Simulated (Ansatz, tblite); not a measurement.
Forces on the cluster K₃H₃ at its PBE-D4/def2-TZVP geometry. Total charge 0; singlet.

The xTB rows come from tblite. Another isomer (singlet) lies 0.06 eV lower at PBE0-D4/def2-TZVP; other spin states weren't run for this one.

GFN1-xTB (tblite), largest force 0.33 eV/Å:

```xyz
6
positions Å, forces eV/Å
K    -2.695   -0.235    0.550    0.268    0.050   -0.171
K     0.420    0.366   -1.571   -0.061   -0.055    0.237
K     2.064   -0.314    1.811   -0.148    0.057   -0.285
H    -2.098    0.294   -1.743    0.122   -0.003    0.032
H     2.690    0.213   -0.474   -0.120    0.002   -0.033
H    -0.382   -0.324    1.428   -0.060   -0.051    0.219
```

GFN2-xTB (tblite), largest force 0.62 eV/Å:

```
K 0.354 0.111 -0.428
K -0.037 -0.033 0.143
K -0.095 0.119 -0.551
H 0.291 -0.105 0.533
H -0.516 -0.092 0.319
H 0.004 0.001 -0.016
```

PBE-D4/def2-TZVP (Ansatz), largest force 0.00 eV/Å:

```
K -0.003 0.000 0.003
K 0.004 0.001 -0.003
K 0.000 0.001 -0.001
H 0.004 0.000 0.000
H -0.003 0.000 -0.002
H -0.002 -0.002 0.003
```
